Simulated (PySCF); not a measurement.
# Curvature of the energy in the electron number along group 14, charge +2

Calculated with PySCF 2.14, in aug-cc-pVTZ, non-relativistic, aug-cc-pVTZ-PP with ECP10MDF, ECP, aug-cc-pVTZ-DK3, spin-free X2C, aug-cc-pVTZ-PP with ECP60MDF, ECP: one orbital is emptied in steps, and each cell gives the departure of E from the straight line at half an electron, in eV (from a cubic fit). The exact functional gives zero.

| species | orbital | LDA | PBE | PBE0 | BHandHLYP | LC-wPBE | UHF |
| --- | --- | --- | --- | --- | --- | --- | --- |
| C²⁺ | 2s beta | -1.65 | -1.64 | -1.21 | -0.87 | -0.46 | 0.07 |
| Ge²⁺ | 4s beta | -1.29 | -1.30 | -0.94 | -0.67 | -0.20 | 0.06 |
| Sn²⁺ | 5s beta | -1.16 | -1.16 | -0.84 | -0.58 | -0.14 | 0.06 |
| Pb²⁺ | 6s beta | -1.20 | -1.19 | -0.86 | -0.57 | -0.15 | 0.08 |

How does the mean departure depend on the functional?

LDA -1.32 eV; PBE -1.32 eV; PBE0 -0.96 eV; BHandHLYP -0.67 eV; LC-wPBE -0.24 eV; UHF 0.07 eV. Semilocal functionals are convex (delocalisation error), Hartree-Fock is concave or straight, and exact exchange removes curvature roughly in proportion to its share, so among the functionals the range-separated hybrids usually come closest to zero.

No spin-orbit coupling is included.
